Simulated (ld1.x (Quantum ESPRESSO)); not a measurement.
## An all-electron radial function and its pseudo partner (O)

Columns: radius, all-electron u(r) and pseudo u(r) of the 2s shell (level -31.18 eV) of oxygen in the configuration [He] 2s2 2p3.5; PBEsol, non-relativistic, RRKJ scheme, ld1.x (Quantum ESPRESSO) 7.5.

```csv
r (bohr),all-electron,pseudo
0.093,0.4274,-0.0922
0.185,0.2949,-0.1916
0.278,-0.0044,-0.3081
0.370,-0.3072,-0.4443
0.463,-0.5620,-0.5986
0.555,-0.7488,-0.7489
0.648,-0.8740,-0.8709
0.740,-0.9444,-0.9439
0.833,-0.9729,-0.9729
0.925,-0.9694,-0.9694
1.018,-0.9431,-0.9431
1.110,-0.9016,-0.9016
1.203,-0.8499,-0.8499
1.295,-0.7931,-0.7931
1.388,-0.7332,-0.7332
1.480,-0.6737,-0.6737
1.573,-0.6149,-0.6149
1.665,-0.5590,-0.5590
1.758,-0.5056,-0.5056
1.850,-0.4562,-0.4562
1.943,-0.4099,-0.4099
2.035,-0.3678,-0.3678
2.128,-0.3288,-0.3288
2.220,-0.2938,-0.2938
2.313,-0.2617,-0.2617
2.405,-0.2330,-0.2330
```

Task: How many radial nodes do the two functions have?

Result: The all-electron 2s function has n − l − 1 = 1; the pseudo-wave has 0, since the states of the same l below it are removed with the core.

Task: At about which radius was the pseudo-wave matched?

Result: 0.85 bohr, where the columns begin to agree (steps of 0.09 bohr).

Task: Where does each function peak?

Result: Outermost all-electron maximum near 0.83 bohr, pseudo maximum near 0.83 bohr (to the table’s step).

Task: Is the pseudo-wave norm-conserving?

Result: Yes: the RRKJ scheme keeps the norm inside the radius equal to the all-electron one, which fixes the energy derivative of the logarithmic derivative at the level.
